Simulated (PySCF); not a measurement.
AlCl₂H₃O₂Si, SMILES [SiH](Cl)([Al]([OH])[OH])Cl. Atoms are numbered in the order given.

```xyz
9

Si    -0.8388    -0.4551    -0.1521
Cl    -1.5110    -0.0784     1.7939
Cl    -1.5289     1.0796    -1.4025
Al     1.5842    -0.3213    -0.1392
O      2.4405    -1.7519     0.1719
O      2.4213     1.1358    -0.3927
H     -1.5129    -1.7016    -0.6012
H      3.3953    -1.8414     0.2483
H      2.0499     1.9989    -0.5953
```

The structure is a stationary point at B3LYP-D3(BJ)/def2-SVP. The structure was generated by enumeration; whether it is a known compound was not checked. Other conformers were not sampled.

Calculation: PBE/pcSseg-1 in PySCF.

GIAO shieldings, no solvent; atoms listed in one row are averaged. δ = σ(ref) − σ: ²⁹Si against TMS (σ = 335.4 ppm); ³⁵Cl against HCl (σ = 936.5 ppm); ¹⁷O against H2O (σ = 334.3 ppm); ¹H against TMS (σ = 31.49 ppm), references at their B3LYP-D3(BJ)/def2-TZVP geometries, non-relativistic (without spin–orbit terms, shifts of atoms bonded to Cl or Br come out too high).

**Question.** Estimate the chemical shifts. (Estimate from the structure and the level; the computed values follow.)

**Answer.** 
| nucleus | atoms | count | δ (ppm) |
|---|---|---|---|
| ²⁹Si | Si1 | 1 | 30.5 |
| ³⁵Cl | Cl3 | 1 | 92.2 |
| ³⁵Cl | Cl2 | 1 | 78.3 |
| ¹⁷O | O6 | 1 | 67.0 |
| ¹⁷O | O5 | 1 | 47.8 |
| ¹H | H7 | 1 | 6.66 |
| ¹H | H9 | 1 | 3.18 |
| ¹H | H8 | 1 | 2.49 |
